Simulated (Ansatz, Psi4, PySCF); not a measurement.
Molecule: CH₅O₂Si, charge 0, multiplicity 2. SMILES: [Si](C)(O)O
Coordinates optimised at B3LYP-D3(BJ)/def2-TZVP (Ansatz, a first-principles code):
```xyz
9

C     -1.6871    -0.3409     0.2131
Si     0.0357     0.0848    -0.3960
O      0.6992     1.3651     0.4347
O      0.9590    -1.2367    -0.0343
H     -2.3823     0.4794     0.0310
H     -1.6429    -0.5349     1.2885
H     -2.0620    -1.2332    -0.2897
H      0.5304     2.2482     0.0962
H      1.9140    -1.1286    -0.0631
```
Charge 0, spin multiplicity 2.

Quantity: size of the dipole moment, in D. Conventions: 6-31G* and kin with 6d, 5d where marked; non-relativistic; LANL2DZ with its own core potentials from Na on; no spin-orbit coupling; UHF or UKS for open shells; 6-311+G** with 5d, 6d on Na to Ar in Ansatz; no dispersion term unless named. First-principles rows: single points at B3LYP-D3(BJ) geometries (Ansatz).

```csv
level,program,size of the dipole moment (D)
PBE/STO-3G,Ansatz,1.75
PBE/3-21G,Ansatz,1.73
PBE/LANL2DZ,Ansatz,2.11
PBE/def2-SVP,Ansatz,1.41
PBE/6-311+G**,Ansatz,1.50
BLYP/6-31G*,Ansatz,1.43
B3LYP/STO-3G,Ansatz,1.88
B3LYP/6-31G,Ansatz,2.12
B3LYP/6-31G*,Ansatz,1.58
B3LYP/def2-SVP,Ansatz,1.55
B3LYP/cc-pVDZ,Ansatz,1.46
wB97X-D/6-31G*,Psi4,1.64
B3PW91/6-31G* (5d),PySCF,1.60
```

No value to compare with is used here. The 13 habitual levels span 1.41 (PBE/def2-SVP) to 2.12 D (B3LYP/6-31G).

The levels are drawn from those run, B3LYP/6-31G* more often than the rest, none by its result; left out are runs that failed, that the program found above a lower state of the same kind, or whose <S^2> lies over 0.5 above the pure value.
